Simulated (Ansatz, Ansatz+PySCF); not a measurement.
```yaml
atoms:
  - { symbol: C, position_ang: [0.0000, 0.0000, 0.0000] }
  - { symbol: C, position_ang: [1.2124, 0.7000, 0.0000] }
  - { symbol: C, position_ang: [2.4249, 0.0000, 0.0000] }
  - { symbol: C, position_ang: [3.6373, 0.7000, 0.0000] }
  - { symbol: C, position_ang: [4.8497, 0.0000, 0.0000] }
  - { symbol: C, position_ang: [6.0622, 0.7000, 0.0000] }
  - { symbol: C, position_ang: [7.2746, 0.0000, 0.0000] }
  - { symbol: C, position_ang: [8.4870, 0.7000, 0.0000] }
  - { symbol: C, position_ang: [9.6995, 0.0000, 0.0000] }
  - { symbol: C, position_ang: [10.9119, 0.7000, 0.0000] }
  - { symbol: C, position_ang: [12.1244, 0.0000, 0.0000] }
  - { symbol: H, position_ang: [0.0000, -1.0900, 0.0000] }
  - { symbol: H, position_ang: [-0.9440, 0.5450, 0.0000] }
  - { symbol: H, position_ang: [1.2124, 1.7900, 0.0000] }
  - { symbol: H, position_ang: [2.4249, -1.0900, 0.0000] }
  - { symbol: H, position_ang: [3.6373, 1.7900, 0.0000] }
  - { symbol: H, position_ang: [4.8497, -1.0900, 0.0000] }
  - { symbol: H, position_ang: [6.0622, 1.7900, 0.0000] }
  - { symbol: H, position_ang: [7.2746, -1.0900, 0.0000] }
  - { symbol: H, position_ang: [8.4870, 1.7900, 0.0000] }
  - { symbol: H, position_ang: [9.6995, -1.0900, 0.0000] }
  - { symbol: H, position_ang: [10.9119, 1.7900, 0.0000] }
  - { symbol: H, position_ang: [13.0683, 0.5450, 0.0000] }
  - { symbol: H, position_ang: [12.1244, -1.0900, 0.0000] }
```

Basis set: def2-SVP (spherical functions). Charge 0, multiplicity 2.

Computed with Ansatz (development build ahead of 0.2.0); each method stands on the lowest determinant of its kind that the runs found. Restricted functionals stand beside restricted open-shell atoms, which can lie above the unrestricted atoms usual in DFT and then raise those values.

(1) Give the atomization energy at this shape (free ground-state atoms in the same class of orbitals less the molecule, no zero-point energy) of doublet C11H13 by ωB97X (restricted open-shell), PBE0 (unrestricted), PBE0 (restricted open-shell), UHF, ROHF.

Answers

(1)

```json
{"method": "ωB97X (restricted open-shell)", "atomization energy": "2592.31 kcal/mol"}
{"method": "PBE0 (unrestricted)", "atomization energy": "2627.70 kcal/mol"}
{"method": "PBE0 (restricted open-shell)", "atomization energy": "2633.68 kcal/mol"}
{"method": "UHF", "atomization energy": "1984.25 kcal/mol"}
{"method": "ROHF", "atomization energy": "1962.53 kcal/mol"}
```

Caution for PBE0 (unrestricted): the unrestricted determinant is spin contaminated. Caution for UHF: the unrestricted determinant is a mixture of spin states. Caution for ROHF: an unrestricted determinant lies well below.

The shape needn't be a minimum at these levels.
